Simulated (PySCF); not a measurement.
Bonds (- single, = double, # triple, : aromatic): N1=C2, C2-C3, C3=C4, C4-C5, C5=O6, C5-C7, C7-C8, C8-Si9. N1 carries H10; C2 carries H11; C3 carries H12; C4 carries H13; C7 carries H14, H15; C8 carries H16, H17; Si9 carries H18, H19, H20. Stereochemistry as in [H]/N=C\C=C/C(=O)CC[SiH3].

A single conformation, rapidly exchanging positions averaged, isolated molecule, relativity neglected. Geometry from GFN2-xTB; PBE0/pcSseg-1 with gauge-including orbitals; PySCF 2.14.

Referencing at the same level of theory: TMS for $^{13}$C (σ = 186.93 ppm) and $^{1}$H (σ = 31.72 ppm) and $^{29}$Si (σ = 349.16 ppm); NH3 for $^{15}$N (σ = 267.73 ppm); $^{17}$O (σ = 336.08 ppm) vs H2O.

```csv
atoms,nucleus,count,Hirshfeld charge,δ (ppm)
H14/H15,$^{1}$H,2,0.05,2.83
H16/H17,$^{1}$H,2,0.04,?
H11,$^{1}$H,1,0.04,8.38
Si9,$^{29}$Si,1,0.28,-73.6
C2,$^{13}$C,1,0.04,163.7
H12,$^{1}$H,1,0.06,6.29
C3,$^{13}$C,1,-0.02,143.8
H10,$^{1}$H,1,0.08,14.40
C4,$^{13}$C,1,-0.05,139.4
H18/H19/H20,$^{1}$H,3,-0.09,4.23
C7,$^{13}$C,1,-0.07,?
C8,$^{13}$C,1,-0.16,4.6
O6,$^{17}$O,1,-0.14,?
H13,$^{1}$H,1,0.06,?
C5,$^{13}$C,1,0.18,210.9
N1,$^{15}$N,1,-0.21,?
```

Complete the table.

Answers


- C7: 43.2 ppm, sp3 CH2 α to a carbonyl; the adjacent C=O deshields it moderately
- H13: 6.49 ppm, hydrogen on an α carbon of a C=C–C=O unit; olefinic region
- H16/H17: 0.78 ppm, hydrogen on an sp3 CH2 bonded to Si; an electropositive neighbour shields it, as in TMS itself
- N1: 420.2 ppm, imine nitrogen
- O6: 611.8 ppm, ketone oxygen

Exchangeable OH/NH protons stand at their gas-phase positions; hydrogen bonding in a real sample shifts them, mostly to higher δ. Shifts are as computed. Against solution values, carbons near 30 ppm lie about +3 ppm off and those near 130 ppm about +5 ppm. Of 1309 compounds with measured shifts, 239 miss one by over three times the rms of a fit or turn the order of signals round; such compounds aren't used in these exercises. Unscaled 17O shifts of doubly bonded oxygen tend to come out too high, by tens of ppm or more. Experimental scales use liquid or dissolved standards, which lie at an offset from isolated NH3 (liquid NH3: subtract about 20 ppm) and H2O (liquid H2O: subtract about 36 ppm). Unscaled 15N shifts of sp2 nitrogen come out 20 to 40 ppm too high even then.
